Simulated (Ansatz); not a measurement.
CH₄BBrO (`OCBBr`). Charge 0, multiplicity 1. The structure was optimised at the PBE0-D4/def2-TZVP level. It is one conformer, not always the lowest.

```xyz
8

O    -0.114   -1.581    0.022
C    -0.598   -0.282   -0.194
B     0.318    0.937    0.074
Br    2.106    0.680    0.695
H     0.796   -1.518    0.329
H    -1.512   -0.116    0.404
H    -0.948   -0.177   -1.237
H    -0.048    2.057   -0.092
```

(1) What is the dipole moment at B3LYP/def2-TZVPP? (Estimate.)

(2) And with PBE, r2SCAN, ωB97M-V? (An estimate is asked.)

(3) Give the Mulliken charges with B3LYP, ωB97M-V, PBE in def2-TZVPP. (Estimate.)

Results:

(1) The calculation gave: 1.26 D, with components (-0.11, 1.25, -0.09) D in this frame, pointing from negative to positive charge.

(2) Ansatz gave: PBE 1.07 D, r2SCAN 1.16 D, ωB97M-V 1.27 D.

(3) The calculation gave: 
```
atom  B3LYP  ωB97M-V    PBE
  O1  -0.35    -0.33  -0.31
  C2   0.09     0.06   0.04
  B3  -0.03    -0.10  -0.03
 Br4  -0.11    -0.08  -0.08
  H5   0.19     0.18   0.19
  H6   0.07     0.09   0.08
  H7   0.07     0.09   0.08
  H8   0.06     0.10   0.04
```

B3LYP here is the variant with VWN-RPA as its local correlation; programs differ in this.
